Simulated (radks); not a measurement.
Results of a calculation; reference values are marked as such.
Q: Code: a radial shooting solver on a logarithmic mesh with Libxc functionals. Model: non-relativistic Kohn-Sham, PBEsol, spin-polarised, spherical densities, point nucleus; open shells are filled with parallel spins first. Each species is in its NIST ground configuration. Rank Cl4+, P4+, Al4+, Si4+, S4+, Ar4+, Mg4+ by radius at which the density is 0.001 e/bohr^3 (bohr), largest first.

A: Cl4+ 2.82, S4+ 2.80, Ar4+ 2.78, P4+ 2.75, Mg4+ 1.89, Al4+ 1.84, Si4+ 1.79.
